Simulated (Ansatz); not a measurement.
Gas-phase electronic energies from Ansatz, PBE0-D4/def2-TZVP geometries. CCSD(T)/CBS adds triple-zeta CCSD(T) − MP2 to the extrapolated MP2 energy (def2 sets, frozen cores). For Ge outer-core shells are correlated without core-valence functions, which leaves a few kJ/mol of doubt a bond. Scalar relativity is left out up to krypton. One conformer a species, not always the lowest.

Consider the redistribution: `O[Si](F)(Cl)Cl` + `O[SiH2][O][GeH2][OH]` → `O[SiH2]O[Si](F)(Cl)Cl` + `[OH][GeH2][OH]`.

```csv
species,CCSD(T)/CBS(def2) energy (Eh)
`O[Si](F)(Cl)Cl`,-1384.43664
`O[SiH2][O][GeH2][OH]`,-2594.46708
`O[SiH2]O[Si](F)(Cl)Cl`,-1749.99548
`[OH][GeH2][OH]`,-2228.90876
```

(1) Work out ΔE.

Largest T1 diagnostic among the species: 0.012.

## Answers

(1) ΔE = (-1749.99548) + (-2228.90876) − (-1384.43664) − (-2594.46708) = -0.00052 Eh = -0.01 eV.

The D4 term adds −0.03 eV with B3LYP and −0.02 eV with PBE0; it sums over pairs of atoms, weighted by their polarisabilities, and B3LYP, whose exchange is more repulsive, gets the larger term.

B3LYP here is the variant with VWN-RPA as its local correlation; programs differ in this.
